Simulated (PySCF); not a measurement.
CHO, SMILES [OH+][C] (connectivity only; charge and spin as stated), charge +1, multiplicity 1. Atoms are numbered in the order given.

```xyz
3

H      0.0000     0.0000    -1.3885
O      0.0000     0.0000    -0.3945
C      0.0000     0.0000     0.7575
```
Charge +1, spin multiplicity 1.

Geometry optimised at PBE0-D3(BJ)/def2-TZVPD.

These are TDDFT-ωB97X/def2-TZVPD (PySCF 2.14.0) values and carry that method's errors.

Vertical excitations; the highest root listed may be one member of a degenerate set. Gas-phase values at a fixed geometry. State labels are in the subgroup C2v.

```csv
state,symmetry,energy (eV),λ (nm),f,main pairs
S1,B1,8.33,149,0.094,HOMO→LUMO (degenerate set)
S2,B2,8.33,149,0.094,HOMO→LUMO+1 (degenerate set)
S3,A2,10.65,116,0.000,"HOMO−1→LUMO 50 %, HOMO−2→LUMO+1 50 %"
S4,A1,10.92,114,0.000,"HOMO−2→LUMO, HOMO−1→LUMO+1 (degenerate set)"
S5,A2,10.92,114,0.000,"HOMO−2→LUMO+1, HOMO−1→LUMO (degenerate set)"
S6,A1,12.12,102,0.050,HOMO→LUMO+2 91 %
S7,A1,14.26,87,0.180,HOMO→LUMO+3 75 %
S8,B1,14.48,86,0.007,HOMO−2→LUMO+2 (degenerate set)
S9,B2,14.48,86,0.007,HOMO−1→LUMO+2 (degenerate set)
S10,A1,15.27,81,0.462,"HOMO−1→LUMO+1 31 %, HOMO−2→LUMO 31 %, HOMO→LUMO+3 19 %, HOMO→LUMO+2 7 %"
T1,B2,5.18,239,0,HOMO→LUMO+1 (degenerate set)
T2,B1,5.18,239,0,HOMO→LUMO (degenerate set)
T3,A1,9.28,134,0,"HOMO−1→LUMO+1 49 %, HOMO−2→LUMO 49 %"
T4,A1,9.93,125,0,"HOMO−2→LUMO 49 %, HOMO−1→LUMO+1 49 %"
```
Triplets are in the Tamm–Dancoff approximation, which puts them higher than full response would, so one can lie above its singlet here.
